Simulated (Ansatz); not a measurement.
(BeSe)6 prism (Be6Se6). Charge 0, multiplicity 1. Geometry r2SCAN-D4/def2-SVP.

```xyz
12

Be   -1.284   -0.137    1.494
Se   -0.936    2.009    1.492
Be    0.078    1.926   -0.430
Se   -0.471    1.127   -2.376
Be   -0.920   -0.829   -1.541
Se   -2.207   -1.502    0.077
Be   -0.078   -1.926    0.430
Se    0.471   -1.127    2.376
Be    0.920    0.829    1.541
Se    2.207    1.502   -0.077
Be    1.284    0.137   -1.494
Se    0.936   -2.009   -1.492
```

The 6-31G sets use Cartesian d functions. B3LYP takes the VWN-RPA correlation.

(1) Estimate the orbital energies around the gap (eV) in Ansatz with HF/6-31G, r2SCAN-D4/def2-TZVP, B97M-V/def2-TZVP, B3LYP-D4/6-31G, PBE0-D4/def2-SVP.

## Answers

(1) 
```tsv
orbital	HF/6-31G	r2SCAN-D4/def2-TZVP	B97M-V/def2-TZVP	B3LYP-D4/6-31G	PBE0-D4/def2-SVP
HOMO−5	-10.67	-7.31	-7.29	-7.98	-8.20
HOMO−4	-10.62	-7.31	-7.29	-7.98	-8.20
HOMO−3	-10.62	-7.21	-7.22	-7.93	-8.12
HOMO−2	-10.17	-6.94	-6.93	-7.59	-7.82
HOMO−1	-9.78	-6.50	-6.51	-7.14	-7.34
HOMO	-9.77	-6.50	-6.51	-7.14	-7.34
LUMO	-0.30	-3.33	-3.27	-3.04	-3.05
LUMO+1	1.58	-1.78	-1.77	-1.38	-1.38
LUMO+2	2.29	-1.02	-1.10	-0.76	-0.70
LUMO+3	2.30	-1.02	-1.10	-0.76	-0.69
LUMO+4	2.35	-0.99	-1.04	-0.70	-0.63
LUMO+5	2.35	-0.99	-1.04	-0.70	-0.62
```
